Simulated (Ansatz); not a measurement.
A structure relaxed at PBE-D4/def2-SVP in Ansatz, charge 1, singlet:

```xyz
12

Sn   -0.609   -0.663    3.315
Sn    0.911   -0.137    0.892
Sn   -0.734    2.133    1.561
Sn    1.284   -2.872   -3.020
Sn    0.818    0.049   -2.237
H    -0.168    3.464    2.505
H     0.962   -1.514   -4.213
H    -1.449    1.143    3.072
H    -0.026   -1.737   -2.003
H    -0.914   -0.970    1.358
H    -2.319    2.443    0.937
H     2.245   -1.338   -2.168
```

(1) Give its formula.

(2) Summarise the bond lengths by kind (pairs closer than 1.2 times the sum of covalent radii, bridged metal pairs left out).

Answers

(1) the cluster Sn₅H₇⁺.

(2) 3 × Sn–Sn 2.88 to 3.14 Å; 10 × H–Sn 1.73 to 2.01 Å.

In the def2 sets Sn takes a core potential; there is no spin–orbit coupling. The restricted singlet is unstable towards broken spin symmetry in Hartree–Fock (as tested in another run); at PBE-D4/def2-SVP this wasn't settled. Another isomer (singlet) lies 0.62 eV lower at PBE0-D4/def2-TZVP; other spin states weren't run for this one.
